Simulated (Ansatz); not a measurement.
`C=C[SiH2]NC` + HBr → `C=C[SiH2]Br` + CH₃NH₂ at 400 K and 1 bar (ligand exchange at the Si–N bond).

Computed with Ansatz on PBE0-D4/def2-TZVP structures; ΔE is electronic, products minus reactants. CCSD(T)/CBS is the MP2 limit (def2-TZVPP, def2-QZVPP) plus CCSD(T) − MP2 in def2-TZVPP, frozen cores. For Br outer-core shells are correlated without core-valence functions, which leaves a few kJ/mol of doubt a bond. Scalar relativity is left out up to krypton. One conformer a species, not always the lowest.

| species | CCSD(T)/CBS energy (Eh) | H − E (kJ/mol) | S (J/(mol·K)) |
| --- | --- | --- | --- |
| `C=C[SiH2]NC` | -463.34956 | 336.0 | 395.1 |
| HBr | -2573.91920 | 27.6 | 207.2 |
| `C=C[SiH2]Br` | -2941.53535 | 187.4 | 360.4 |
| CH₃NH₂ | -95.75281 | 185.4 | 256.0 |

H − E and S are ideal-gas, rigid-rotor, harmonic terms from PBE0-D4/def2-TZVP, for one conformer and one mirror image of each species. 1 Eh = 2625.50 kJ/mol, R = 8.31446 J/(mol·K).

**Question.** By hand: ΔE, ΔH, ΔS and ΔG.

**Answer.** ΔE = (-2941.53535) + (-95.75281) − (-463.34956) − (-2573.91920) = -0.01940 Eh = -50.9 kJ/mol. Δ(H − E) = 187.4 + 185.4 − 336.0 − 27.6 = 9.2, so ΔH = -41.7 kJ/mol. ΔS = 360.4 + 256.0 − 395.1 − 207.2 = 14.1 J/(mol·K). ΔG = -41.7 − 400 × (14.1)/1000 = -47.3 kJ/mol.

**Question.** By hand: the equilibrium constant, and the temperature at which ΔG would vanish if ΔH and ΔS stayed fixed.

**Answer.** log₁₀ K = −ΔG/(RT ln 10) = 6.2. ΔH and −TΔS have one sign here, so there is no such temperature.

The number of gas molecules stays the same, so ΔS is small and ΔH decides. A doubt of 5 kJ/mol in ΔE shifts log₁₀ K by 0.7 here. Other conformers and mirror images would add mixing entropy, several J/(mol·K) or more a flexible species. These are equilibria of isolated gas molecules and say nothing of rates. Largest T1 diagnostic: 0.011 (customary marks: 0.02 for closed shells, 0.045 for open ones).
